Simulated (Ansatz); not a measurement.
Consider the formal hydrolysis of a Zn–Cl bond: `[SH][Zn][Cl]` + H₂O → `[OH][Zn][SH]` + HCl.

Gas-phase electronic energies from Ansatz, PBE0-D4/def2-TZVP geometries. CCSD(T)/CBS adds triple-zeta CCSD(T) − MP2 to the extrapolated MP2 energy (def2 sets, frozen cores). This one scheme is used for every species. Functionals use def2-TZVPP. B3LYP here is the variant with VWN-RPA as its local correlation; programs differ in this. For Zn outer-core shells are correlated without core-valence functions, which leaves a few kJ/mol of doubt a bond. Scalar relativity is left out up to krypton. One conformer a species, not always the lowest.

`[SH][Zn][Cl]`:

```xyz
4

S    -0.087   -1.584   -0.321
Zn   -0.389    0.527   -0.030
Cl   -0.711    2.579    0.244
H     1.187   -1.521    0.107
```

H₂O:

Cartesian coordinates in Å:
```
O 0.387 -0.032 -0.022
H -0.262 -0.348 -0.654
H -0.126 0.380 0.676
```

`[OH][Zn][SH]`:

```xyz
5

O    -0.275    1.762    0.589
Zn   -0.115    0.181   -0.199
S    -0.061   -1.724   -1.191
H     0.547    2.189    0.835
H    -0.096   -2.408   -0.033
```

HCl:

Cartesian coordinates in Å:
```
Cl 0.452 0.450 0.046
H -0.452 -0.450 -0.046
```

CCSD(T)/CBS gives +23.3 kcal/mol.

Another level gave +22.3 kcal/mol. Which?
A. B3LYP-D4/def2-TZVPP
B. SCS-MP2/def2-TZVPP
C. PBE0/def2-TZVPP
D. BHLYP-D4/def2-TZVPP

A. B3LYP-D4 22.3, SCS-MP2/def2-TZVPP 21.4, BHLYP-D4 25.0, PBE0 23.7 kcal/mol.

What do rigid-rotor, harmonic-oscillator terms from PBE0-D4/def2-TZVP frequencies (298.15 K, 1 bar) make of the CCSD(T)/CBS value? (An estimate is asked.)

The calculation gave: ΔZPE = -1.9 kcal/mol, ΔH = +21.5 kcal/mol, ΔS = -1 J/(mol·K), ΔG = +21.5 kcal/mol.

Largest T1 diagnostic among the species: 0.016.

From PBE to PBE0 (25 % exact exchange), in def2-TZVPP and without D4, ΔE moves by +2.6 kcal/mol. Leaving LDA and LC-ωPBE aside and taking each functional with its dispersion term where it has one, the values, not all of them listed here, spread over 4.8 kcal/mol, from BLYP-D4 to BHLYP-D4. LDA lies −0.8 kcal/mol from PBE without D4. In def2-TZVPP, CCSD(T) changes the Hartree–Fock value by −6.1 kcal/mol (the triples alone add −0.7 kcal/mol) and MP2 by −6.3 kcal/mol.
